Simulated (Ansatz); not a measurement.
All numbers were calculated with Ansatz.

A structure relaxed at PBE0-D4/def2-TZVP, charge 0, multiplicity 1:

```xyz
17

C    -2.090   -0.310   -0.461
C    -1.048    0.748   -0.112
Si    0.676    0.062    0.163
N     1.132   -0.665   -1.330
N     1.578    1.363    0.841
N     0.889   -1.212    1.291
H    -2.174   -1.055    0.335
H    -3.082    0.125   -0.608
H    -1.823   -0.847   -1.375
H    -1.343    1.285    0.796
H    -1.004    1.507   -0.904
H     0.907   -0.218   -2.204
H     2.001   -1.171   -1.398
H     1.385    2.310    0.558
H     2.554    1.245    1.058
H     0.855   -1.024    2.279
H     0.586   -2.145    1.072
```

Give its formula and SMILES.

C2H11N3Si, `CC[Si](N)(N)N`.

Point group (tolerance 0.08 Å, 0.16 Å for H)?

C1.

Summarise the bond lengths by kind.

1 × C–C 1.526 Å; 5 × C–H 1.093 to 1.098 Å; 1 × C–Si 1.875 Å; 3 × N–Si 1.715 to 1.723 Å; 6 × H–N 1.006 to 1.007 Å.
